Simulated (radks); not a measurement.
Results of a calculation; reference values are marked as such.
Question: Coherent X-ray form factor from a spherical all-electron density. Level of theory: Dirac Kohn-Sham, PBE, spin-unpolarised, spherical densities, point nucleus (a radial shooting solver on a logarithmic mesh with Libxc functionals).

sin(theta)/lambda (1/angstrom),f0 (electrons)
0.05,53.514
0.1,52.125
0.15,50.019
0.2,47.449
0.25,44.667
0.3,41.880
0.4,36.768
0.5,32.492
0.6,28.934
0.8,23.393
1,19.576
1.25,16.514
1.5,14.304
2,10.493

The species is in the configuration that NIST lists as its ground one. Which atom or ion scatters so?

Answer: The neodymium ion Nd6+, [Kr] 4d10 4f2 5s2 5p4. Extrapolating in s^2 from the first two rows gives f0(0) = 54.0, near the electron count 54; among species with that count, the fall with angle is slower the higher Z, and the table is that of Z = 60; from so few rows the species is fixed only to a neighbour or two.
